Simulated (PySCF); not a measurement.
**`[H]/N=C(/CC)C(=C)[SiH2]Cl`, C$_{5}$H$_{10}$ClNSi**

Cartesian coordinates in Å; atom numbers follow the order of the lines, from 1:
```xyz
18

C    -1.179    1.634    0.151
C    -0.891    0.353   -0.063
Si   -1.830   -1.078    0.740
Cl   -3.194   -0.321    2.018
C     0.179   -0.036   -1.012
N    -0.001   -0.719   -2.057
C     1.573    0.403   -0.673
C     2.047   -0.239    0.630
H    -0.644    2.434   -0.337
H    -1.983    1.933    0.804
H    -0.892   -1.909    1.491
H    -2.545   -1.869   -0.261
H    -0.966   -0.994   -2.233
H     2.231    0.118   -1.494
H     1.587    1.490   -0.567
H     1.411    0.060    1.461
H     3.067    0.069    0.847
H     2.023   -1.323    0.545
```

Method used: GIAO PBE0/pcSseg-1 magnetisability, rotational g tensor and spin-rotation constants, non-relativistic, gas phase (PySCF 2.14.0). Geometry: GFN2-xTB.

**Question.** What are the magnetisability and the molar susceptibility?

**Answer.** Isotropic -1436 × 10⁻³⁰ J/T², or -86.5 × 10⁻⁶ cm³/mol; principal values -1581, -1368, -1359 × 10⁻³⁰ J/T², anisotropy 218 × 10⁻³⁰ J/T² (root of half the summed squared differences of the principal values). The susceptibility is in cgs units.

**Question.** Split it along the inertial axes a, b, c into diamagnetic and paramagnetic parts about the centre of mass, with the quadrupole moment.

**Answer.** 
```csv
axis,χ (10⁻⁶ cm³/mol),diamagnetic (10⁻⁶ cm³/mol),paramagnetic (10⁻⁶ cm³/mol),summed x² of all electrons (Å²),quadrupole Θ (D Å)
a,-82.3,-626.4,544.0,330.8,-8.27
b,-87.9,-1694.0,1606.1,79.1,+1.30
c,-89.2,-1738.9,1649.7,68.5,+6.97
```
Anisotropies 2χaa − χbb − χcc = +12.4 and 2χbb − χaa − χcc = -4.2 × 10⁻⁶ cm³/mol. Θ is traceless in Buckingham's convention.

**Question.** And the rotational g tensor?

**Answer.** 
| axis | rotational constant (GHz) | g | nuclear part | electronic part |
| --- | --- | --- | --- | --- |
| a | 2.5378 | -0.0361 | 0.6125 | -0.6486 |
| b | 0.7378 | -0.0105 | 0.5461 | -0.5567 |
| c | 0.7171 | -0.0109 | 0.5448 | -0.5557 |

Asymmetric top; isotopes 12C, 35Cl, 1H, 14N, 28Si; no vibrational averaging.
